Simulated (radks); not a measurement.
Species: Cl3+. Configuration: [Ne] 3s2 3p2. All-electron calculation, scalar-relativistic Kohn-Sham, PBEsol, spin-polarised, spherical densities, point nucleus; open shells are filled with parallel spins first. Program: a radial shooting solver on a logarithmic mesh with Libxc functionals. Some entries of the table are withheld. Estimate them.

orbital  occ.  eigenvalue (hartree)  r(max) (bohr)  <r> (bohr)
1s up       1             -102.6534        0.05953     0.09106
1s down     1             -102.6363        0.05952     0.09105
2s up       1             -10.91840            (1)      0.4440
2s down     1             -10.90156            (2)      0.4437
2p up       3              -8.69461         0.3011      0.4060
2p down     3              -8.67157         0.3014      0.4057
3s up       1              -2.20692          1.228       1.393
3s down     1              -2.08922          1.225       1.399
3p up       2              -1.70060            (3)       1.508
3p down     0              -1.58706            (4)       1.526

Answer. 
(1) 2s up r(max) (bohr): 0.3618
(2) 2s down r(max) (bohr): 0.3619
(3) 3p up r(max) (bohr): 1.307
(4) 3p down r(max) (bohr): 1.308
